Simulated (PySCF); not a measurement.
# Correlation energy of Tl⁺ (thallium, charge +1)

[Xe] 4f14 5d10 6s2, closed-shell 1S. All numbers are calculated (PySCF 2.14, a scalar-relativistic core potential, in aug-cc-pVDZ-PP with ECP60MDF (5s4p3d, 32 functions)). Frozen: 5s2 5p6 5d10; 2 electrons correlated.

Total MP2 correlation energy: -17.37 mhartree.

Same-spin part 0.00 and opposite-spin part -17.37 mhartree; SCS-MP2 scales them by 1/3 and 6/5 to -20.84 mhartree.

With two correlated electrons CCSD is exact within the correlated space (frozen core and kept virtual orbitals).

```json
{"level": "CCSD", "correlation energy (mhartree)": "-25.59"}
```

Diagnostics: T1 = 0.0022, D1 = 0.0031, largest double amplitude 0.074.

Cost of the coupled-cluster step: 0.05 s of wall time on 1 thread of Neoverse-V2 (shared host), for 2 correlated electrons.
